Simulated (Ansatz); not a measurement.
Cr3. Charge 0, multiplicity 7. Geometry r2SCAN-D4/def2-TZVP.

```tsv
atom	x (Å)	y (Å)	z (Å)
Cr1	0.764	-1.130	1.022
Cr2	-0.490	-0.040	-1.632
Cr3	-0.274	1.170	0.610
```

The 6-31G sets use Cartesian d functions. B3LYP takes the VWN-RPA correlation. At HF/6-31G, PBE-D4/def2-SVP, r2SCAN-D4/def2-TZVPD, B3LYP-D4/6-31G and others the charge 0 septet is spin-contaminated (final ⟨S²⟩ up to 16.82, 12.00 for a pure state). The geometry of the septet was relaxed on an unsound state (⟨S²⟩ 16.71, where a pure state has 12.00). The structure comes from a short search, and lower isomers may exist.

Question: Estimate the α-spin orbital energies around the gap (eV) in Ansatz with HF/6-31G, PBE-D4/def2-SVP, r2SCAN-D4/def2-TZVPD, B3LYP-D4/6-31G, PBE0-D4/def2-TZVP.

Answer: 
```
orbital  HF/6-31G  PBE-D4/def2-SVP  r2SCAN-D4/def2-TZVPD  B3LYP-D4/6-31G  PBE0-D4/def2-TZVP
 HOMO−5    -10.37            -3.58                 -4.22           -3.94              -5.48
 HOMO−4    -10.29            -3.54                 -4.15           -3.93              -5.46
 HOMO−3    -10.28            -3.47                 -4.06           -3.89              -5.30
 HOMO−2    -10.25            -3.40                 -4.00           -3.86              -5.22
 HOMO−1     -9.63            -3.28                 -3.87           -3.74              -5.18
   HOMO     -8.36            -2.99                 -3.53           -3.29              -3.92
   LUMO     -0.20            -2.17                 -2.22           -1.98              -1.79
 LUMO+1      0.26            -0.98                 -1.78           -1.23              -0.90
 LUMO+2      0.98            -0.82                 -1.60           -0.93              -0.31
 LUMO+3      1.09            -0.47                 -0.72           -0.27              -0.01
 LUMO+4      1.86            -0.20                 -0.51           -0.17               0.22
 LUMO+5      2.05            -0.16                 -0.11            0.13               0.35
 β HOMO     -4.94            -3.69                 -4.30           -4.25              -5.47
 β LUMO      0.37            -2.24                 -2.03           -2.11              -1.74
```
